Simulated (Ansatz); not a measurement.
Program: Ansatz. Geometries: PBE0-D4/def2-TZVP. ΔE: electronic, gas phase. CCSD(T)/CBS adds triple-zeta CCSD(T) − MP2 to the extrapolated MP2 energy (def2 sets, frozen cores). Functionals use def2-TZVPP. Elements past krypton have def2 core potentials. For Cd outer-core shells are correlated without core-valence functions, which leaves a few kJ/mol of doubt a bond. One conformer a species, not always the lowest.

Consider the redistribution: `[CH3][Cd][OH]` + `[NH2][Cd][O][SiH3]` → `[OH][Cd][O][SiH3]` + `[CH3][Cd][NH2]`.

`[CH3][Cd][OH]`:

```xyz
7

C     0.123   -0.656    1.190
Cd   -0.092    0.231   -0.685
O    -0.319    0.958   -2.508
H    -0.845   -1.001    1.553
H     0.530    0.067    1.899
H     0.803   -1.506    1.124
H    -0.200    1.907   -2.573
```

`[NH2][Cd][O][SiH3]`:

```xyz
9

N    -0.681   -2.375   -1.738
Cd   -0.367   -0.596   -0.887
O    -0.033    1.113    0.015
Si    0.572    1.584    1.441
H    -1.657   -2.501   -1.983
H    -0.157   -2.471   -2.601
H     1.994    1.158    1.619
H     0.522    3.069    1.538
H    -0.193    1.019    2.595
```

`[OH][Cd][O][SiH3]`:

Cartesian coordinates in Å:
```
O 2.268 -1.153 2.345
Cd 0.769 -0.476 1.292
O -0.780 0.305 0.399
Si -1.126 0.723 -1.132
H 2.608 -1.984 2.006
H -0.206 1.782 -1.647
H -1.014 -0.438 -2.067
H -2.519 1.241 -1.196
```

`[CH3][Cd][NH2]`:

```xyz
8

C    -0.842    1.553    0.150
Cd    0.169   -0.277    0.018
N     1.189   -2.018    0.042
H    -1.708    1.459    0.807
H    -1.186    1.871   -0.835
H    -0.181    2.321    0.555
H     1.944   -2.068   -0.630
H     0.615   -2.840   -0.107
```

Problem. Is it downhill or uphill in electronic energy at CCSD(T)/CBS, and by how much? (Best estimate.)

Solution. Ansatz gave: Uphill: ΔE = +14.2 kJ/mol.

Problem. What do these levels give: revPBE-D4, r2SCAN-D4, B2PLYP, r2SCANh, RPA@PBE/def2-TZVPP, HF/def2-QZVPP? (Best estimate.)

Solution. Ansatz gave: revPBE-D4 15.1, r2SCAN-D4 15.1, B2PLYP 14.9, r2SCANh 15.0, RPA@PBE/def2-TZVPP 13.5, HF/def2-QZVPP 12.2 kJ/mol.

Largest T1 diagnostic among the species: 0.016.

Leaving LDA and LC-ωPBE aside and taking each functional with its dispersion term where it has one, the values, not all of them listed here, spread over 2.3 kJ/mol, from ωB97X-V to BLYP-D4.
